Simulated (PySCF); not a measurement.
Record of a relaxation.

C₅H₇ClO.
Bonds: C1–C2 (double), C2–C3, C3–C4, C2–C5, C5–O6 (double), C5–Cl7. Hydrogens: H8, H9 on C1; H10, H11 on C3; H12, H13, H14 on C4.

Computed by this run: BHandHLYP/def2-SVP geometry optimisation, gas phase in PySCF; density fitting, grid level 1; the optimiser is geomeTRIC in internal coordinates, started from a GFN2-xTB structure. The frame can shift and turn from step to step; on so coarse a grid that alone can change the energy by a few meV, and forces under 0.02 eV/Å are noise.

Step 0: E = -19854.7074 eV, largest atomic force 1.218 eV/Å
```
atom  x, y, z in Å  |  force x, y, z in eV/Å
C1      1.591   -0.377    0.738   -0.035   0.215  -0.136
C2      0.716    0.091   -0.149   -0.192  -0.654  -0.153
C3     -0.395   -0.745   -0.725   -0.219   0.247   0.287
C4     -1.729   -0.410   -0.056    0.268  -0.162  -0.243
C5      0.731    1.476   -0.641   -0.211   1.016  -0.638
O6      0.019    1.947   -1.469    0.454  -0.695   0.700
Cl7     1.962    2.517    0.103    0.160   0.269   0.050
H8      2.370    0.235    1.157    0.148   0.186   0.083
H9      1.548   -1.402    1.067   -0.077  -0.324   0.028
H10    -0.474   -0.544   -1.795    0.037  -0.097  -0.069
H11    -0.166   -1.801   -0.581    0.068  -0.051  -0.059
H12    -1.671   -0.587    1.016   -0.054  -0.035   0.190
H13    -1.987    0.632   -0.224   -0.113   0.167  -0.007
H14    -2.518   -1.032   -0.470   -0.233  -0.080  -0.033
```

Step 1: E = -19854.7364 eV, largest atomic force 0.405 eV/Å
```
atom  x, y, z in Å  |  force x, y, z in eV/Å
C1      1.681   -0.374    0.646   -0.009  -0.059   0.030
C2      0.733    0.097   -0.160    0.097   0.117   0.010
C3     -0.404   -0.735   -0.692    0.027  -0.011  -0.065
C4     -1.748   -0.444   -0.034   -0.037   0.068   0.035
C5      0.691    1.526   -0.578   -0.276  -0.168   0.245
O6     -0.194    1.988   -1.205    0.127   0.185  -0.178
Cl7     2.023    2.574   -0.031    0.022  -0.039  -0.050
H8      2.470    0.257    1.033    0.024   0.002  -0.030
H9      1.676   -1.418    0.947    0.006   0.031  -0.010
H10    -0.495   -0.550   -1.767    0.024  -0.061  -0.004
H11    -0.142   -1.789   -0.562   -0.025   0.024  -0.019
H12    -1.707   -0.619    1.044   -0.004  -0.021   0.004
H13    -2.046    0.593   -0.203    0.001  -0.054   0.022
H14    -2.527   -1.086   -0.453    0.024  -0.015   0.010
```

Step 2: E = -19854.7194 eV, largest atomic force 0.583 eV/Å
```
atom  x, y, z in Å  |  force x, y, z in eV/Å
C1      1.655   -0.357    0.650    0.086   0.072   0.024
C2      0.713    0.123   -0.157   -0.387  -0.006  -0.039
C3     -0.411   -0.727   -0.693   -0.045   0.049   0.007
C4     -1.757   -0.474   -0.020    0.033  -0.007  -0.021
C5      0.684    1.552   -0.577    0.451   0.143  -0.285
O6     -0.104    2.082   -1.275   -0.265  -0.484   0.185
Cl7     2.077    2.518   -0.030    0.175   0.234   0.172
H8      2.455    0.268    1.025   -0.028  -0.044   0.037
H9      1.645   -1.400    0.949   -0.004  -0.004  -0.043
H10    -0.506   -0.547   -1.768   -0.008  -0.003  -0.009
H11    -0.129   -1.775   -0.566    0.001   0.002  -0.024
H12    -1.701   -0.659    1.057    0.007   0.001  -0.007
H13    -2.088    0.554   -0.174   -0.010   0.043   0.002
H14    -2.520   -1.137   -0.437   -0.008   0.005   0.001
```

Step 3: E = -19854.7448 eV, largest atomic force 0.271 eV/Å
```
atom  x, y, z in Å  |  force x, y, z in eV/Å
C1      1.663   -0.366    0.653    0.016  -0.017  -0.019
C2      0.720    0.116   -0.153    0.002   0.029   0.114
C3     -0.409   -0.723   -0.696   -0.013   0.032   0.006
C4     -1.752   -0.460   -0.022    0.018  -0.006  -0.009
C5      0.692    1.543   -0.574    0.055  -0.132  -0.230
O6     -0.137    2.008   -1.270   -0.018   0.074   0.069
Cl7     2.049    2.568   -0.029   -0.055  -0.014   0.056
H8      2.464    0.252    1.039   -0.015   0.030   0.006
H9      1.652   -1.412    0.942    0.011  -0.010  -0.001
H10    -0.501   -0.538   -1.770   -0.003   0.004   0.012
H11    -0.136   -1.774   -0.575    0.008  -0.005   0.001
H12    -1.699   -0.652    1.053    0.004  -0.003  -0.003
H13    -2.074    0.572   -0.171   -0.001   0.018  -0.001
H14    -2.521   -1.113   -0.443   -0.007   0.002   0.000
```

Step 4: E = -19854.7422 eV, largest atomic force 0.368 eV/Å
```
atom  x, y, z in Å  |  force x, y, z in eV/Å
C1      1.675   -0.368    0.649   -0.019  -0.040  -0.034
C2      0.727    0.098   -0.160    0.041   0.038  -0.095
C3     -0.410   -0.732   -0.697    0.037  -0.053   0.009
C4     -1.749   -0.448   -0.026   -0.009   0.011   0.015
C5      0.697    1.520   -0.595   -0.196   0.101   0.294
O6     -0.150    1.995   -1.262    0.099  -0.026  -0.139
Cl7     2.009    2.564    0.016    0.052   0.029  -0.066
H8      2.462    0.273    1.027    0.014  -0.034  -0.006
H9      1.682   -1.411    0.948   -0.019   0.009   0.015
H10    -0.501   -0.549   -1.772    0.004  -0.007   0.001
H11    -0.149   -1.786   -0.572   -0.007  -0.007   0.001
H12    -1.697   -0.635    1.050   -0.004  -0.004   0.001
H13    -2.055    0.589   -0.179    0.004  -0.015   0.004
H14    -2.529   -1.091   -0.443    0.004   0.000  -0.001
```

Step 5: E = -19854.7456 eV, largest atomic force 0.245 eV/Å
```
atom  x, y, z in Å  |  force x, y, z in eV/Å
C1      1.666   -0.370    0.647    0.032   0.035  -0.013
C2      0.725    0.109   -0.162    0.024  -0.034  -0.041
C3     -0.407   -0.730   -0.695   -0.015   0.019  -0.028
C4     -1.747   -0.453   -0.022   -0.001   0.000   0.002
C5      0.697    1.532   -0.595   -0.129   0.050   0.203
O6     -0.141    2.008   -1.273    0.058  -0.051  -0.092
Cl7     2.014    2.575    0.008    0.033  -0.027  -0.028
H8      2.461    0.255    1.034    0.015   0.003  -0.007
H9      1.658   -1.415    0.939   -0.010   0.009   0.011
H10    -0.500   -0.551   -1.770   -0.007  -0.007  -0.006
H11    -0.139   -1.782   -0.567    0.000   0.006  -0.001
H12    -1.692   -0.637    1.054   -0.001  -0.003   0.000
H13    -2.060    0.582   -0.178    0.002  -0.001   0.002
H14    -2.523   -1.102   -0.436   -0.001   0.001  -0.001
```

Step 6: E = -19854.7462 eV, largest atomic force 0.227 eV/Å
```
atom  x, y, z in Å  |  force x, y, z in eV/Å
C1      1.670   -0.362    0.652   -0.028  -0.068  -0.007
C2      0.721    0.108   -0.154   -0.034   0.065   0.054
C3     -0.411   -0.726   -0.698    0.019  -0.024   0.042
C4     -1.751   -0.457   -0.021    0.013  -0.011   0.003
C5      0.689    1.532   -0.580    0.109  -0.042  -0.194
O6     -0.125    1.994   -1.295   -0.034   0.041   0.061
Cl7     2.023    2.566    0.003   -0.042   0.037   0.037
H8      2.464    0.267    1.032   -0.023   0.004   0.002
H9      1.668   -1.406    0.949    0.013  -0.016  -0.010
H10    -0.505   -0.538   -1.771    0.010   0.009   0.013
H11    -0.143   -1.779   -0.581    0.004  -0.008   0.006
H12    -1.696   -0.654    1.053   -0.002  -0.001  -0.002
H13    -2.064    0.579   -0.164   -0.003   0.011  -0.001
H14    -2.527   -1.102   -0.442   -0.003   0.004  -0.003
```

Step 7: E = -19854.7483 eV, largest atomic force 0.042 eV/Å
```
atom  x, y, z in Å  |  force x, y, z in eV/Å
C1      1.667   -0.366    0.650    0.009   0.010  -0.013
C2      0.722    0.109   -0.157   -0.018  -0.002   0.019
C3     -0.409   -0.728   -0.696   -0.005  -0.004   0.005
C4     -1.749   -0.455   -0.020    0.003  -0.003   0.000
C5      0.692    1.532   -0.589    0.024  -0.005  -0.034
O6     -0.125    1.996   -1.298   -0.001  -0.002   0.004
Cl7     2.010    2.575    0.014   -0.013   0.002   0.013
H8      2.461    0.262    1.031    0.002  -0.005   0.010
H9      1.663   -1.411    0.944    0.002   0.002  -0.005
H10    -0.503   -0.544   -1.770   -0.001   0.000   0.001
H11    -0.141   -1.780   -0.574    0.001   0.000   0.003
H12    -1.693   -0.648    1.055   -0.001  -0.001   0.000
H13    -2.061    0.580   -0.167    0.000   0.002   0.001
H14    -2.525   -1.101   -0.438   -0.002   0.003  -0.002
```

Step 8: E = -19854.7486 eV, largest atomic force 0.023 eV/Å
```
atom  x, y, z in Å  |  force x, y, z in eV/Å
C1      1.668   -0.365    0.649    0.004  -0.021  -0.007
C2      0.722    0.109   -0.158    0.002   0.015   0.007
C3     -0.409   -0.729   -0.695   -0.001  -0.004   0.002
C4     -1.748   -0.454   -0.019    0.003  -0.001   0.001
C5      0.694    1.531   -0.594   -0.003   0.011   0.015
O6     -0.119    1.991   -1.312    0.005  -0.009  -0.015
Cl7     1.996    2.581    0.028   -0.003  -0.005   0.002
H8      2.464    0.260    1.033   -0.009   0.014  -0.009
H9      1.663   -1.410    0.941    0.002  -0.004   0.004
H10    -0.503   -0.546   -1.769   -0.001  -0.001   0.000
H11    -0.141   -1.782   -0.572    0.001   0.001   0.003
H12    -1.692   -0.647    1.056   -0.001   0.000  -0.001
H13    -2.059    0.582   -0.166    0.000   0.002   0.001
H14    -2.525   -1.099   -0.436    0.000   0.002  -0.003
```

Q: Summarise the path.

A: The energy falls by 3.98 kJ/mol from step 0 to step 8; nine tenths of that is first reached at step 3. It rises by more than 0.2 meV at steps 2 and 4. The largest force goes from 1.218 to 0.023 eV/Å. Among the bonds C2–C5 changes most, from 1.469 to 1.487 Å; the atoms move by 0.063 Å rms after alignment.

Q: Follow the three bonds and two angles with the largest change from start to end.

A: 
| step | E above end (kJ/mol) | largest force (eV/Å) | C2–C5 (Å) | C5=O6 (Å) | C5–Cl7 (Å) | C2–C3–C4 (°) | C2–C5–O6 (°) |
| --- | --- | --- | --- | --- | --- | --- | --- |
| 0 | 3.98 | 1.218 | 1.469 | 1.189 | 1.775 | 110.8 | 126.9 |
| 1 | 1.18 | 0.405 | 1.490 | 1.178 | 1.782 | 114.1 | 123.1 |
| 2 | 2.82 | 0.583 | 1.490 | 1.179 | 1.781 | 114.1 | 127.7 |
| 3 | 0.38 | 0.271 | 1.488 | 1.178 | 1.785 | 113.9 | 124.0 |
| 4 | 0.62 | 0.368 | 1.487 | 1.178 | 1.785 | 113.8 | 124.5 |
| 5 | 0.29 | 0.245 | 1.488 | 1.178 | 1.785 | 113.7 | 124.5 |
| 6 | 0.24 | 0.227 | 1.487 | 1.178 | 1.786 | 113.7 | 124.4 |
| 7 | 0.03 | 0.042 | 1.487 | 1.178 | 1.786 | 113.7 | 124.5 |
| 8 | 0.00 | 0.023 | 1.487 | 1.178 | 1.786 | 113.6 | 124.5 |

The cost below is that of the whole optimisation. On one thread, Intel Xeon Platinum 8259CL at 2.50 GHz (x86_64), no GPU, shared host with 96 logical CPUs at a one-minute load of 32, this took 69 s and 0.59 GiB of memory at its peak.
